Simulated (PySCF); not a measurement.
Solvent effects on NMR parameters

Mapped SMILES: `[SiH3:1][S:2][C@H:3]1[CH2:4][CH2:5][SiH2:6]1`; H(Xn) means a hydrogen on atom n. Ha(C4), Ha(C5), Ha(Si6) are cis to S2 on the ring; Hb(C4), Hb(C5), Hb(Si6) are trans to S2 on the ring.

GIAO PBE0/pcSseg-1 in PySCF 2.14 on one PBE0-D3(BJ)/def2-SVP conformer, non-relativistic, equivalent nuclei averaged. Solvents enter as an IEF-PCM continuum (chloroform with ε = 4.7, dimethylsulfoxide with ε = 46.8) around the gas-phase geometry. Shifts are referred to TMS, CS2 computed in the same medium.

Gas phase, δ in ppm: Si6 -24.5, Si1 -55.8, S2 -156.5, C4 34.4, C3 26.3, C5 7.5, Ha(Si6) 4.90, Hb(Si6) 4.85, H(Si1) 4.62, Hb(C4) 2.54, H(C3) 2.49, Ha(C4) 2.18, Hb(C5) 1.10, Ha(C5) 1.02. Dipole moment 1.92 D.

(1) How does each δ change in the continuum?

(2) Which nuclei move most (in ppm), and what does the model miss?

## Answers

(1) 
```csv
atoms,environment,"Δδ, chloroform","Δδ, dimethylsulfoxide"
Si6,"silicon bonded to 2 C, 2 H, in a 4-membered ring",+0.8,+1.1
Si1,"silicon bonded to S, 3 H",-0.1,-0.2
S2,"sulfur bonded to C, Si",-9.1,-13.0
C4,sp3 CH2 in a ring,+0.5,+0.7
C3,sp3 CH bonded to S and Si,-0.1,-0.2
C5,sp3 CH2 bonded to Si,+0.4,+0.5
Ha(Si6),"hydrogen on a silicon bonded to 2 C, in a 4-membered ring",-0.01,-0.02
Hb(Si6),"hydrogen on a silicon bonded to 2 C, in a 4-membered ring",-0.01,-0.02
H(Si1),hydrogen on a silicon bonded to S,+0.01,+0.01
Hb(C4),hydrogen on an sp3 CH2 in a ring,+0.02,+0.02
H(C3),hydrogen on an sp3 CH bonded to S and Si,+0.16,+0.24
Ha(C4),hydrogen on an sp3 CH2 in a ring,+0.04,+0.06
Hb(C5),hydrogen on an sp3 CH2 bonded to Si,+0.11,+0.17
Ha(C5),hydrogen on an sp3 CH2 bonded to Si,+0.05,+0.07
```

Changes are relative to the gas phase. The dipole moment becomes 2.38 D in chloroform, 2.58 D in dimethylsulfoxide.

(2) S2 (sulfur bonded to C, Si, -13.0 ppm) in dimethylsulfoxide. A continuum only polarises the solute; specific hydrogen bonds, the anisotropy of aromatic solvents and changes of geometry or conformer are outside it.
